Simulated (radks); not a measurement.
The numbers below are computed, except where a source is named.
Cs II, configuration [Xe]. Level of theory: scalar-relativistic Kohn-Sham, PBE, spin-polarised, spherical densities, point nucleus (a radial shooting solver on a logarithmic mesh with Libxc functionals).

X-ray form factor f0, the Fourier transform of the density (f0(0) = 54):

| sin(theta)/lambda (1/angstrom) | f0 (electrons) |
|---|---|
| 0.05 | 53.090 |
| 0.1 | 50.655 |
| 0.15 | 47.379 |
| 0.2 | 43.935 |
| 0.25 | 40.733 |
| 0.3 | 37.910 |
| 0.4 | 33.236 |
| 0.5 | 29.379 |
| 0.6 | 26.073 |
| 0.8 | 21.069 |
| 1 | 17.882 |
| 1.25 | 15.151 |
| 1.5 | 12.811 |
| 2 | 8.858 |
